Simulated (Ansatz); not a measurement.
`CC(C)(C)CC(C)(C)C` + `O=[CH][GaH2]` → `[CH3][GaH][CH]=O` + `CC(C)CC(C)(C)C`  (formal exchange of groups at a C–C bond)

Calculated with Ansatz (gas phase, PBE0-D4/def2-TZVP geometries, no zero-point term in ΔE). CCSD(T)/CBS is the MP2 limit (def2-TZVPP, def2-QZVPP) plus CCSD(T) − MP2 in def2-TZVPP, frozen cores. Functionals use def2-TZVPP. For Ga outer-core shells are correlated without core-valence functions, which leaves a few kJ/mol of doubt a bond. Scalar relativity is left out up to krypton. Each species was taken in one conformer, which may not be the lowest.

CCSD(T)/CBS gives -10.0 kcal/mol.

Q: Another level gave -11.3 kcal/mol. Which?
A. r2SCAN-D4/def2-TZVPP
B. LDA (SPW92)/def2-TZVPP
C. B2PLYP/def2-TZVPP
D. revPBE-D4/def2-TZVPP

A: C. B2PLYP -11.3, r2SCAN-D4 -10.0, revPBE-D4 -8.8, LDA (SPW92) -7.7 kcal/mol.

Largest T1 diagnostic among the species: 0.017.

The D4 term adds +2.6 kcal/mol with B3LYP and +1.5 kcal/mol with PBE0; it sums over pairs of atoms, weighted by their polarisabilities, and B3LYP, whose exchange is more repulsive, gets the larger term. Leaving LDA and LC-ωPBE aside and taking each functional with its dispersion term where it has one, the values, not all of them listed here, spread over 3.8 kcal/mol, from B2PLYP to B97M-V. LDA lies +4.1 kcal/mol from PBE without D4.

B3LYP here is the variant with VWN-RPA as its local correlation; programs differ in this.

CCSD(T)/CBS has its own doubt, a few kJ/mol and more with outer-core shells, so smaller differences from it don't rank the levels.
